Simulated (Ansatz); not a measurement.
`OB(F)O[SiH3]` and `OB(O)F` differ in one atom or group.

Ansatz, PBE0-D4/def2-TZVP geometries, multiplicity 1. Each molecule was computed in one conformer, which needn't be the lowest.

```tsv
property	`OB(F)O[SiH3]`
HOMO energy (PBE0/def2-TZVPP) / eV	-9.24
size of the dipole moment (PBE/def2-TZVPP) / D	1.25
HOMO energy (PBE/def2-TZVPP) / eV	-7.77
ideal-gas entropy at 298 K and 1 bar (rigid rotor, harmonic PBE0-D4/def2-TZVP) / J/(mol·K)	339
HOMO–LUMO gap (B3LYP/def2-TZVPP) / eV	8.77
zero-point energy (PBE0-D4/def2-TZVP) / kJ/mol	137.7
```

Q: What does the change do to each property? (Estimate.)

A: The calculation gave: 
| property | `OB(O)F` | shift |
| --- | --- | --- |
| HOMO energy (PBE0/def2-TZVPP) / eV | -9.74 | -0.50 |
| size of the dipole moment (PBE/def2-TZVPP) / D | 1.83 | 0.58 |
| HOMO energy (PBE/def2-TZVPP) / eV | -7.97 | -0.20 |
| ideal-gas entropy at 298 K and 1 bar (rigid rotor, harmonic PBE0-D4/def2-TZVP) / J/(mol·K) | 276 | -63 |
| HOMO–LUMO gap (B3LYP/def2-TZVPP) / eV | 9.49 | 0.72 |
| zero-point energy (PBE0-D4/def2-TZVP) / kJ/mol | 97.4 | -40.3 |

With PBE0 the HOMO falls by 0.50 eV and the LUMO rises by 0.42 eV, so the gap widens by about 0.92 eV. PBE moves the HOMO by -0.20 eV and ωB97M-V by -0.67 eV. The zero-point energy changes by -40.3 kJ/mol with -9 modes. Dipoles are sizes alone; their direction can turn.

B3LYP here is the variant with VWN-RPA as its local correlation; programs differ in this.
